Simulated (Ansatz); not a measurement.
Nudged elastic band run: H7NOSi2Te

Input:

```yaml
crystal:
  periodic: [false, false, false]
  atoms:
    - { symbol: "N", position_ang: [-1.787411, -0.385205, 0.292109] }
    - { symbol: Si, position_ang: [-0.149917, -0.914297, 0.329586] }
    - { symbol: O, position_ang: [0.670607, -0.448481, 1.715757] }
    - { symbol: Si, position_ang: [1.093704, 0.199269, -1.312923] }
    - { symbol: Te, position_ang: [0.7059, 2.66417, -0.812842] }
    - { symbol: H, position_ang: [-2.038107, 0.584439, 0.124981] }
    - { symbol: H, position_ang: [-2.570941, -1.019368, 0.191371] }
    - { symbol: H, position_ang: [-0.210501, -2.401737, 0.195859] }
    - { symbol: H, position_ang: [0.214786, -0.613151, 2.551444] }
    - { symbol: H, position_ang: [2.551808, -0.118186, -1.355794] }
    - { symbol: H, position_ang: [0.530952, 0.004722, -2.68274] }
    - { symbol: H, position_ang: [1.06612, 2.392726, 0.79719] }
basis:
  gaussian: { orbitals: def2-SVP }
hamiltonian:
  xc: b3lyp
  dispersion: d4
neb:
  order_check: false
  images: 9
  f_tol: 0.03
  max_iterations: 33
  final_atoms:
    - { symbol: "N", position_ang: [-1.51554584, -0.65089112, 0.18568749] }
    - { symbol: Si, position_ang: [0.39946567, -1.44002244, 0.39726723] }
    - { symbol: O, position_ang: [0.72359312, -0.37924807, 1.71801984] }
    - { symbol: Si, position_ang: [1.12189491, 0.12078263, -1.31710781] }
    - { symbol: Te, position_ang: [0.23904463, 2.4504068, -0.67421696] }
    - { symbol: H, position_ang: [-1.47236961, 0.37792448, 0.06678732] }
    - { symbol: H, position_ang: [-2.02740681, -1.03982323, -0.61091351] }
    - { symbol: H, position_ang: [-2.05652545, -0.8481569, 1.03084695] }
    - { symbol: H, position_ang: [0.90502327, -0.86139863, 2.53364148] }
    - { symbol: H, position_ang: [2.59980321, 0.20052342, -1.54146984] }
    - { symbol: H, position_ang: [0.50778528, -0.10759427, -2.66945992] }
    - { symbol: H, position_ang: [0.65223763, 2.12239833, 0.91491573] }
  initial_path:
    images:
      - { positions_ang: [[-1.787411, -0.385205, 0.292109], [-0.149917, -0.914297, 0.329586], [0.670607, -0.448481, 1.715757], [1.093704, 0.199269, -1.312923], [0.7059, 2.66417, -0.812842], [-2.038107, 0.584439, 0.124981], [-2.570941, -1.019368, 0.191371], [-0.210501, -2.401737, 0.195859], [0.214786, -0.613151, 2.551444], [2.551808, -0.118186, -1.355794], [0.530952, 0.004722, -2.68274], [1.06612, 2.392726, 0.79719]] }
      - { positions_ang: [[-1.7650121, -0.44763226, 0.30667964], [-0.11258564, -0.91923655, 0.33177099], [0.67185073, -0.44783733, 1.73849245], [1.08408191, 0.21263572, -1.3119805], [0.66451627, 2.6623122, -0.84184785], [-2.00464218, 0.54520637, 0.19358983], [-2.46719202, -0.99563102, 0.03442845], [-0.3590897, -2.27893554, 0.26557279], [0.23036041, -0.69587361, 2.55190049], [2.52709288, -0.08845406, -1.34059334], [0.5042987, -0.0312119, -2.66090783], [1.10332074, 2.42955899, 0.76689289]] }
      - { positions_ang: [[-1.74261321, -0.51005952, 0.32125028], [-0.07525429, -0.92417609, 0.33395597], [0.67309447, -0.44719367, 1.76122789], [1.07445983, 0.22600243, -1.311038], [0.62313254, 2.6604544, -0.87085371], [-1.97117735, 0.50597373, 0.26219865], [-2.36344304, -0.97189404, -0.1225141], [-0.5076784, -2.15613408, 0.33528659], [0.24593482, -0.77859621, 2.55235697], [2.50237776, -0.05872212, -1.32539268], [0.47764539, -0.06714579, -2.63907566], [1.14052148, 2.46639197, 0.73659578]] }
      - { positions_ang: [[-1.72021431, -0.57248678, 0.33582092], [-0.03792293, -0.92911564, 0.33614096], [0.6743382, -0.44655, 1.78396334], [1.06483774, 0.23936915, -1.3100955], [0.58174881, 2.65859659, -0.89985956], [-1.93771253, 0.4667411, 0.33080748], [-2.25969405, -0.94815706, -0.27945664], [-0.6562671, -2.03333262, 0.40500038], [0.26150923, -0.86131882, 2.55281346], [2.47766263, -0.02899019, -1.31019201], [0.45099209, -0.10307969, -2.61724349], [1.17772222, 2.50322496, 0.70629866]] }
      - { positions_ang: [[-1.69781542, -0.63491404, 0.35039156], [-0.00059157, -0.93405519, 0.33832595], [0.67558194, -0.44590634, 1.80669879], [1.05521565, 0.25273586, -1.309153], [0.54036509, 2.65673879, -0.92886541], [-1.90424771, 0.42750846, 0.39941631], [-2.15594507, -0.92442008, -0.43639919], [-0.8048558, -1.91053116, 0.47471418], [0.27708363, -0.94404143, 2.55326994], [2.45294751, 0.00074175, -1.29499135], [0.42433879, -0.13901358, -2.59541132], [1.21492296, 2.54005794, 0.67600155]] }
      - { positions_ang: [[-1.67541652, -0.6973413, 0.3649622], [0.03673978, -0.93899474, 0.34051094], [0.67682567, -0.44526267, 1.82943423], [1.04559357, 0.26610258, -1.3082105], [0.49898136, 2.65488099, -0.95787127], [-1.87078288, 0.38827583, 0.46802514], [-2.05219609, -0.9006831, -0.59334174], [-0.9534445, -1.7877297, 0.54442797], [0.29265804, -1.02676403, 2.55372643], [2.42823239, 0.03047369, -1.27979069], [0.39768548, -0.17494748, -2.57357915], [1.25212371, 2.57689093, 0.64570444]] }
      - { positions_ang: [[-1.64344239, -0.68805126, 0.32910726], [0.10928496, -1.03920028, 0.35186219], [0.68617916, -0.43205975, 1.80715135], [1.06085383, 0.23703859, -1.30998996], [0.44699401, 2.61398615, -0.90114041], [-1.79110023, 0.38620556, 0.38777757], [-2.04723823, -0.92851113, -0.5968561], [-1.17406069, -1.59981514, 0.64171177], [0.41513109, -0.99369095, 2.54970944], [2.46254655, 0.06448364, -1.33212652], [0.41970544, -0.16147684, -2.59275531], [1.13214649, 2.48599241, 0.6995467]] }
      - { positions_ang: [[-1.61146825, -0.67876123, 0.29325232], [0.18183014, -1.13940582, 0.36321345], [0.69553265, -0.41885683, 1.78486848], [1.0761141, 0.2079746, -1.31176942], [0.39500667, 2.57309131, -0.84440954], [-1.71141757, 0.38413529, 0.30753001], [-2.04228038, -0.95633916, -0.60037045], [-1.39467688, -1.41190058, 0.73899556], [0.53760413, -0.96061787, 2.54569245], [2.49686072, 0.09849358, -1.38446235], [0.4417254, -0.14800619, -2.61193146], [1.01216928, 2.39509389, 0.75338895]] }
      - { positions_ang: [[-1.57949412, -0.66947119, 0.25739737], [0.25437532, -1.23961136, 0.37456471], [0.70488614, -0.40565391, 1.7625856], [1.09137437, 0.17891061, -1.31354889], [0.34301932, 2.53219648, -0.78767868], [-1.63173492, 0.38206502, 0.22728245], [-2.03732252, -0.98416718, -0.6038848], [-1.61529307, -1.22398602, 0.83627936], [0.66007718, -0.92754479, 2.54167546], [2.53117488, 0.13250353, -1.43679818], [0.46374536, -0.13453555, -2.63110762], [0.89219206, 2.30419537, 0.80723121]] }
      - { positions_ang: [[-1.54751998, -0.66018116, 0.22154243], [0.32692049, -1.3398169, 0.38591597], [0.71423963, -0.39245099, 1.74030272], [1.10663464, 0.14984662, -1.31532835], [0.29103198, 2.49130164, -0.73094782], [-1.55205226, 0.37999475, 0.14703488], [-2.03236467, -1.01199521, -0.60739916], [-1.83590926, -1.03607146, 0.93356315], [0.78255022, -0.89447171, 2.53765847], [2.56548904, 0.16651347, -1.48913401], [0.48576532, -0.12106491, -2.65028377], [0.77221485, 2.21329685, 0.86107347]] }
      - { positions_ang: [[-1.51554584, -0.65089112, 0.18568749], [0.39946567, -1.44002244, 0.39726723], [0.72359312, -0.37924807, 1.71801984], [1.12189491, 0.12078263, -1.31710781], [0.23904463, 2.4504068, -0.67421696], [-1.47236961, 0.37792448, 0.06678732], [-2.02740681, -1.03982323, -0.61091351], [-2.05652545, -0.8481569, 1.03084695], [0.90502327, -0.86139863, 2.53364148], [2.59980321, 0.20052342, -1.54146984], [0.50778528, -0.10759427, -2.66945992], [0.65223763, 2.12239833, 0.91491573]] }
```

Run as:

```bash
$ ansatz run input.yaml --threads 2 --pin off --max-ram 3072MiB --backend cpu --events-out ev --progress --plain --runs-dir out
```

Output, in part (warnings, iteration lines, the closing report on the highest movable image, with atoms numbered from 0):

```
NEB end point (image 0): max|allowed force component| = 1.813e-2 eV/Å (the criterion of neb.relax_end_points is 1.000e-2)
NEB end point (image 10): max|allowed force component| = 7.397e-3 eV/Å (the criterion of neb.relax_end_points is 1.000e-2)
NEB iter   1: max|band force component| = 1.614e1 eV/Å  barrier→ = 4.5143 eV  barrier← = 3.3831 eV  Δτ_max = 0.2000 Å  (302 SCF iters)
NEB iter   2: max|band force component| = 3.388e0 eV/Å  barrier→ = 3.3298 eV  barrier← = 2.1986 eV  Δτ_max = 0.2000 Å  (287 SCF iters)
NEB iter   3: max|band force component| = 1.870e0 eV/Å  barrier→ = 2.9102 eV  barrier← = 1.7791 eV  Δτ_max = 0.1868 Å  (271 SCF iters)
NEB iter   4: max|band force component| = 1.454e0 eV/Å  barrier→ = 2.7025 eV  barrier← = 1.5713 eV  Δτ_max = 0.0979 Å  (272 SCF iters)
NEB iter   5: max|band force component| = 1.110e0 eV/Å  barrier→ = 2.8192 eV  barrier← = 1.6880 eV  Δτ_max = 0.1206 Å  (275 SCF iters)
NEB iter   6: max|band force component| = 9.789e-1 eV/Å  barrier→ = 2.9183 eV  barrier← = 1.7871 eV  Δτ_max = 0.0643 Å  (271 SCF iters)
NEB iter   7: max|band force component| = 9.355e-1 eV/Å  barrier→ = 2.9304 eV  barrier← = 1.7992 eV  CI = image 5  Δτ_max = 0.1195 Å  (267 SCF iters)
NEB iter   8: max|band force component| = 1.115e0 eV/Å  barrier→ = 3.0345 eV  barrier← = 1.9033 eV  CI = image 5  Δτ_max = 0.0601 Å  (269 SCF iters)
NEB iter   9: max|band force component| = 2.186e-1 eV/Å  barrier→ = 3.0216 eV  barrier← = 1.8904 eV  CI = image 5  Δτ_max = 0.0366 Å  (263 SCF iters)
NEB iter  10: max|band force component| = 6.720e-2 eV/Å  barrier→ = 3.0185 eV  barrier← = 1.8873 eV  CI = image 5  Δτ_max = 0.0447 Å  (269 SCF iters)
NEB iter  11: max|band force component| = 1.117e-1 eV/Å  barrier→ = 3.0171 eV  barrier← = 1.8859 eV  CI = image 5  Δτ_max = 0.0225 Å  (266 SCF iters)
NEB iter  12: max|band force component| = 8.238e-2 eV/Å  barrier→ = 3.0161 eV  barrier← = 1.8849 eV  CI = image 5  Δτ_max = 0.0225 Å  (258 SCF iters)
NEB iter  13: max|band force component| = 5.068e-2 eV/Å  barrier→ = 3.0154 eV  barrier← = 1.8842 eV  CI = image 5  Δτ_max = 0.0225 Å  (248 SCF iters)
NEB iter  14: max|band force component| = 4.165e-2 eV/Å  barrier→ = 3.0149 eV  barrier← = 1.8837 eV  CI = image 5  Δτ_max = 0.0225 Å  (239 SCF iters)
NEB iter  15: max|band force component| = 4.811e-2 eV/Å  barrier→ = 3.0145 eV  barrier← = 1.8833 eV  CI = image 5  Δτ_max = 0.0112 Å  (230 SCF iters)
NEB iter  16: max|band force component| = 3.603e-2 eV/Å  barrier→ = 3.0144 eV  barrier← = 1.8832 eV  CI = image 5  Δτ_max = 0.0112 Å  (226 SCF iters)
NEB iter  17: max|band force component| = 1.567e-2 eV/Å  barrier→ = 3.0142 eV  barrier← = 1.8831 eV  CI = image 5  Δτ_max = 0.0000 Å  (486 SCF iters)
Total energy: -26695.08261243 eV, -981.0261914300 hartree
Atom 0 at    -1.694668    -0.522601     0.256551 Å, force    -0.001942     0.000202    -0.008244 eV/Å
Atom 1 at     0.117976    -1.109547     0.355861 Å, force    -0.002277    -0.004427     0.003051 eV/Å
Atom 2 at     0.658621    -0.311239     1.749157 Å, force     0.002550     0.006743     0.004211 eV/Å
Atom 3 at     1.207221     0.144404    -1.341338 Å, force     0.001434    -0.001121    -0.001837 eV/Å
Atom 4 at     0.440960     2.535469    -0.935960 Å, force     0.002044     0.001503    -0.001629 eV/Å
Atom 5 at    -2.029846     0.232480     0.864243 Å, force     0.002015    -0.003667     0.002698 eV/Å
Atom 6 at    -2.163864    -0.507858    -0.650749 Å, force    -0.001808     0.005879     0.000837 eV/Å
Atom 7 at    -1.324591    -1.860568     0.581470 Å, force     0.002259    -0.001106    -0.000099 eV/Å
Atom 8 at     0.684346    -0.857412     2.543776 Å, force     0.001136    -0.001802    -0.000053 eV/Å
Atom 9 at     2.696820     0.027327    -1.376076 Å, force    -0.001828     0.000085    -0.000355 eV/Å
Atom 10 at     0.685241    -0.191855    -2.702184 Å, force    -0.000189    -0.000563     0.000251 eV/Å
Atom 11 at     0.798785     2.366301     0.689249 Å, force    -0.003393    -0.001726     0.001170 eV/Å
Dipole moment:    -0.388019    -0.246099     0.225182 e Å
```

It converged. Neighbouring images differ by up to 1.4 eV, so the band resolves the path poorly. A vibrational analysis at the climbing image gives one clearly imaginary mode, 1520i cm⁻¹: a first-order saddle point. The orbitals stay closed-shell, which can raise the energy where a bond breaks towards radicals; this wasn't checked here.

Final band (atoms are numbered from 1 in the order of the input):

| image | path coordinate (Å) | energy (eV) | Si2–H8 (Å) | N1–H8 (Å) |
| --- | --- | --- | --- | --- |
| 0 | 0.00 | 0.00 | 1.49 | 2.56 |
| 1 | 0.55 | 0.02 | 1.50 | 2.57 |
| 2 | 1.11 | 0.10 | 1.50 | 2.56 |
| 3 | 1.66 | 0.43 | 1.49 | 2.39 |
| 4 | 2.21 | 1.64 | 1.50 | 1.96 |
| 5 | 2.76 | 3.01 | 1.64 | 1.43 |
| 6 | 3.28 | 1.80 | 2.05 | 1.05 |
| 7 | 3.81 | 1.29 | 2.50 | 1.02 |
| 8 | 4.33 | 1.18 | 2.63 | 1.02 |
| 9 | 4.85 | 1.15 | 2.63 | 1.02 |
| 10 | 5.37 | 1.13 | 2.60 | 1.02 |

Time of the run: 11 min on 2 threads of Arm Neoverse V2, on a shared host, peak memory 0.35 GiB.
